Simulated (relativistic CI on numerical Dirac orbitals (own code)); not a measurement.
Pr V: sensitivity of the levels to the model

Base calculation: Dirac-Coulomb-Breit CI, separate exchange-only KLI orbitals for each configuration, QED by a radiative potential, valence Slater integrals scaled by 0.85, P86 correlation energy added to each configuration.

Configuration list (outside the closed core [Kr] 4d10): 4f5s²5p⁶, 5s²5p⁶5d, 4f5s²5p⁵5d, 4f²5s²5p⁵, 5s²5p⁶6s, 5s²5p⁶6p, 4f5s²5p⁵5f, 4f5s5p⁶5d, 5s²5p⁶6d, 4f5s²5p⁵5g, 4f5s²5p⁵6s, 5s²5p⁶7s, 5s²5p⁶5f. Double excitations out of closed p, d and f shells are left out; levels of such configurations are missing from the list, as are those of other unlisted configurations, and high levels can miss mixing partners.

Variants: (1) valence Slater integrals scaled by 0.75; (2) self-excluded LDA correlation estimate; (3) configuration mixing switched off. Shifts of the energy above 4f5s²5p⁶ ²F°5/2, in cm⁻¹, for the lowest level and the first level of each name with at least 55 % of one term (blank where a level changes its place among those of its configuration and J or its character, or is not in the variant):

| Level | Base | Δ(1) | Δ(2) | Δ(3) | Measured |
| --- | --- | --- | --- | --- | --- |
| 4f5s²5p⁶ ²F°5/2 | 0.0 | 0.0 | 0.0 | 0.0 | 0.0 |
| 4f5s²5p⁶ ²F°7/2 | 2872.8 | +4.7 | 0.0 | +36.6 | 3027.4 |
| 4f²5s²5p⁵ ⁴G°5/2 | 100610.6 | +2430.0 | -890.4 | +462.9 |  |
| 4f²5s²5p⁵ ⁴G°7/2 | 102720.6 | +2345.3 | -890.5 | +426.4 |  |
| 4f²5s²5p⁵ ⁴G°9/2 | 105290.3 | +2228.7 | -890.5 | +368.2 |  |
| 4f²5s²5p⁵ ⁴G°11/2 | 108391.2 | +2032.4 | -890.8 | +258.3 |  |
| 4f²5s²5p⁵ ⁴I°13/2 | 109660.3 | +1455.5 | -891.8 | -184.1 |  |
| 4f²5s²5p⁵ ⁴I°15/2 | 110013.2 | +1598.7 | -891.8 | -186.8 |  |
| 4f²5s²5p⁵ ⁴D°3/2 | 112115.6 | +1130.4 | -891.7 | +122.3 |  |
| 5s²5p⁶5d ²D3/2 | 112426.6 | +479.8 | +789.5 | +2309.2 | 115052.3 |
| 4f²5s²5p⁵ ⁴D°1/2 | 112810.1 | +1140.9 | -891.6 | +167.5 |  |
| 4f²5s²5p⁵ ²F°5/2 | 114307.8 | +968.4 | -890.9 | +155.2 |  |
| 5s²5p⁶5d ²D5/2 | 115654.5 | +468.1 | +789.4 | +2242.6 | 118513.8 |
| 4f²5s²5p⁵ ⁴F°9/2 | 115671.1 | +896.7 | -891.5 | +15.6 |  |

At this charge configurations can still be misplaced by up to about 7 % of their energy. Levels and lines within the n = 5 or 6 shells can be off by up to 10 % or somewhat more, and those that change n by about 2 %, since core polarisation is missing. 5 of the 5 excited levels that our extract of the measured tables holds in this range could be paired (the sources list more); they are missed by 1952 cm⁻¹ on average and 2859 at most, and levels without a partner can miss by more. Levels that differ in their count of f electrons can be misplaced by several ten thousand cm⁻¹, since the correlation energy of f electrons is missing or only estimated; rates across such gaps can be off by orders of magnitude.

Measured levels: Martin, Zalubas and Hagan, Atomic Energy Levels: The Rare-Earth Elements, NSRDS-NBS 60 (1978).

Ionisation energy from the two ground configurations alone: base 58.03 eV; self-excluded LDA correlation estimate 58.38 eV. The NIST ASD value (semi-empirical) is 57.53 eV.

LS names give the leading component of a level, which can be under half, so a name can repeat, a term be missing and a line seem to break the LS rules.
